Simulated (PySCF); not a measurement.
GeO2, SMILES [O]=[Ge]=[O]. Coordinates come from a TPSSh-D3(BJ)/def2-TZVP optimisation.

TDA-CAM-B3LYP/def2-SVPD (PySCF) puts the lowest singlet excitations at 4.18, 4.18, 5.76, 5.76, 6.03, 6.08 eV.

### Question
What are the lowest excitation roots from ADC(2)/aug-cc-pVDZ (PySCF 2.14.0)? (Estimate from the structure and the level; the computed values follow.)

### Answer
3.92, 3.92, 5.52, 5.52, 5.58, 5.61 eV. S1 differs by -0.26 eV (second minus first; roots are paired by order, and the bases may differ).
